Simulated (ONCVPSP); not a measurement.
**tin (Sn), ONCV: configuration errors across variants**

tin (Sn), optimised norm-conserving Vanderbilt (ONCV), made with ONCVPSP 4.0.1 (PBEsol, fully relativistic). Core [Kr], reference 4d10 5s2 5p1.5 (charge +0.5). Waves: 5s: rc 2.15 bohr, ncon 5, nbas 8, qcut 2.7 1/bohr, 2 projectors, debl 1.4 Ha; 5p: rc 2.70 bohr, ncon 4, nbas 8, qcut 2.7 1/bohr, 2 projectors, debl 0.7 Ha; 4d: rc 1.60 bohr, ncon 3, nbas 7, qcut 9.3 1/bohr, 2 projectors, debl 0.8 Ha. Local part: polynomial inside 1.10 bohr (lpopt 3, dvloc0 0 Ha). Core correction: Teter function, fcfact 5.25, rcfact 1.8.

Open shells are filled in proportion to 2j + 1.

In the d channel the program set the typed energies aside and used -1.071, 0.250 Ha (j = l + 1/2; the other j can differ).

All-electron excitation energies from the reference (eV): (1) 4d10 5s2 5p2 -2.632; (2) 4d10 5s2 5p1 4.280; (3) 4d10 5s2 5p0 18.270; (4) 4d10 5s0 5p0 90.328.

3 further variants failed, have other tests or another functional or relativity, and are left out.

A true bound ghost makes a file unfit for plane-wave use even where its test errors are small: the radial tests pick states by their node count and pass the ghost by.

Errors AE − PS in meV (a dash: test not solved or not reliable):

```tsv
change	(1)	(2)	(3)	(4)	bound ghosts	GHOST(+) flags above zero
base	-0.3	-0.8	-18	-490	s	p3/2, p1/2
local potential polynomial inside 1.50 bohr (lpopt 2, dvloc0 0 Ha)	-0.3	-0.8	-18	-490	none	s
d: rc 1.82	-0.3	-0.8	-18	-487	s	p3/2, p1/2
local potential polynomial inside 1.10 bohr (lpopt 3, dvloc0 0.5 Ha)	-0.3	-0.9	-18	-490	s	p3/2, p1/2
all radii but the core radius scaled by about 1.07 (s 2.30, p 2.90, d 1.72 bohr); local potential polynomial inside 1.18 bohr (lpopt 3, dvloc0 0 Ha)	-0.5	-1.3	-26	-528	s	p3/2, p1/2
p: qcut 3.6	-0.2	-0.6	-14	-457	s	p3/2, p1/2
d: qcut 10.2	-0.3	-0.9	-19	-509	s	p3/2, p1/2
```

Q: Give the same row for: core correction Teter function, fcfact 5.25, rcfact 1.94.

A: -0.5, -1.5, -36, -887; bound ghosts: s; GHOST(+) flags above zero: p3/2, p1/2.
